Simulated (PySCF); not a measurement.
Molfile (atoms numbered from 1):
```
C4H10F2OSi2
     RDKit          3D

 19 18  0  0  0  0  0  0  0  0999 V2000
   -2.3948    1.6420   -0.1603 C   0  0  0  0  0  0  0  0  0  0  0  0
   -1.3135    0.8003    0.0901 O   0  0  0  0  0  0  0  0  0  0  0  0
   -1.3337   -0.8152    0.2182 Si  0  0  0  0  0  4  0  0  0  0  0  0
    0.4845   -1.1381    0.5603 C   0  0  0  0  0  0  0  0  0  0  0  0
    1.8094    0.2160    0.5256 Si  0  0  0  0  0  4  0  0  0  0  0  0
    1.8519    0.9366   -1.2286 C   0  0  0  0  0  0  0  0  0  0  0  0
    0.8035   -2.3810    0.8213 C   0  0  0  0  0  0  0  0  0  0  0  0
   -0.0476   -3.4178    0.8630 F   0  0  0  0  0  0  0  0  0  0  0  0
    2.0210   -2.8608    1.0960 F   0  0  0  0  0  0  0  0  0  0  0  0
   -2.0292    2.6693   -0.1773 H   0  0  0  0  0  0  0  0  0  0  0  0
   -3.1540    1.5431    0.6189 H   0  0  0  0  0  0  0  0  0  0  0  0
   -2.8565    1.4064   -1.1223 H   0  0  0  0  0  0  0  0  0  0  0  0
   -1.7814   -1.4496   -1.0275 H   0  0  0  0  0  0  0  0  0  0  0  0
   -2.1990   -1.2641    1.3130 H   0  0  0  0  0  0  0  0  0  0  0  0
    3.1084   -0.3699    0.8727 H   0  0  0  0  0  0  0  0  0  0  0  0
    1.4439    1.2334    1.5176 H   0  0  0  0  0  0  0  0  0  0  0  0
    2.0886    0.1743   -1.9662 H   0  0  0  0  0  0  0  0  0  0  0  0
    2.5993    1.7197   -1.3112 H   0  0  0  0  0  0  0  0  0  0  0  0
    0.8894    1.3648   -1.4894 H   0  0  0  0  0  0  0  0  0  0  0  0
  1  2  1  0
  2  3  1  0
  3  4  1  0
  4  5  1  0
  5  6  1  0
  4  7  2  3
  7  8  1  0
  7  9  1  0
  1 10  1  0
  1 11  1  0
  1 12  1  0
  3 13  1  0
  3 14  1  0
  5 15  1  0
  5 16  1  0
  6 17  1  0
  6 18  1  0
  6 19  1  0
M  END
```

Calculated, not measured (PySCF): coordinates at the GFN2-xTB level, shieldings: GIAO PBE0/pcSseg-1. Isolated molecule, fast rotation and ring inversion assumed for equivalent nuclei, non-relativistic Hamiltonian, a single conformation.

δ = σ(ref) − σ, references computed at the same level: 13C, 1H, 29Si against TMS; 17O vs H2O; 19F against CFCl3.

```csv
atoms,nucleus,count,δ (ppm)
C4,13C,1,71.6
Si5,29Si,1,-49.0
F9,19F,1,-43.2
Si3,29Si,1,-24.2
O2,17O,1,-1.0
C7,13C,1,167.0
F8,19F,1,?
H10/H11/H12,1H,3,?
C1,13C,1,?
H13/H14,1H,2,5.28
H17/H18/H19,1H,3,0.31
C6,13C,1,-4.2
H15/H16,1H,2,?
```

Complete the table.

Answers


- C1: 53.7 ppm, methyl carbon bonded to O; pulled downfield by the heteroatom
- H15/H16: 4.62 ppm, hydrogen on a silicon bonded to 2 C
- H10/H11/H12: 3.84 ppm, hydrogen on a methyl carbon bonded to O; its carbon carries O, hence the downfield position
- F8: -49.3 ppm, vinylic fluorine

Shifts are as computed. Against solution values, carbons near 30 ppm lie about +3 ppm off and those near 130 ppm about +5 ppm. Of 1211 compounds with measured shifts, 218 miss one by over three times the rms of a fit or turn the order of signals round; such compounds aren't used in these exercises. Unscaled 19F shifts against computed CFCl3 carry errors that often reach 10 to 50 ppm. Experimental scales use liquid or dissolved standards, which lie at an offset from isolated H2O (liquid H2O: subtract about 36 ppm).
